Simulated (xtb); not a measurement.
xtb input (GFN2-xTB):

```bash
xtb mol.xyz --gfn 2 --ohess tight --chrg 0 --uhf 0
```
mol.xyz:
```
4

Cl    -0.65879536     1.75139521     0.00495990
Ga    -0.46655719    -0.36326536     0.00002818
Cl     1.58867966    -1.01525744     0.02260254
H     -1.64004821    -1.33483350    -0.02440651
```

End of the output:

```

    mode    ω/cm⁻¹     T·S(HO)/kcal·mol⁻¹    T·S(FR)/kcal·mol⁻¹   T·S(vib)
   ------------------------------------------------------------------------
       1    110.86    -0.97012 ( 96.03%)    -0.82042 (  3.97%)    -0.96417
   ------------------------------------------------------------------------

   temp. (K)  partition function   enthalpy   heat capacity  entropy
                                   cal/mol     cal/K/mol   cal/K/mol   J/K/mol
 298.15  VIB   4.57                 1221.610      7.755      7.096
         ROT  0.627E+05              888.752      2.981     24.933
         INT  0.286E+06             2110.362     10.736     32.029
         TR   0.163E+28             1481.254      4.968     40.737
         TOT                        3591.6158    15.7041    72.7664   304.4548

       T/K    H(0)-H(T)+PV         H(T)/Eh          T*S/Eh         G(T)/Eh
   ------------------------------------------------------------------------
    298.15    0.572360E-02    0.134623E-01    0.345737E-01   -0.211114E-01
   ------------------------------------------------------------------------

         :::::::::::::::::::::::::::::::::::::::::::::::::::::
         ::                  THERMODYNAMIC                  ::
         :::::::::::::::::::::::::::::::::::::::::::::::::::::
         :: total free energy         -10.951741686964 Eh   ::
         ::.................................................::
         :: total energy              -10.930630265291 Eh   ::
         :: zero point energy           0.007738660843 Eh   ::
         :: G(RRHO) w/o ZPVE           -0.028850082516 Eh   ::
         :: G(RRHO) contrib.           -0.021111421673 Eh   ::
         :::::::::::::::::::::::::::::::::::::::::::::::::::::

optimized geometry written to: xtbopt.xyz

           -------------------------------------------------
          | TOTAL ENERGY              -10.930630265291 Eh   |
          | TOTAL ENTHALPY            -10.917168000381 Eh   |
          | TOTAL FREE ENERGY         -10.951741686964 Eh   |
          | GRADIENT NORM               0.000080258841 Eh/α |
          | HOMO-LUMO GAP               4.819109929859 eV   |
           -------------------------------------------------

------------------------------------------------------------------------
------------------------------------------------------------------------
 total:
 SCF:
 ANC optimizer:
 analytical hessian:
```
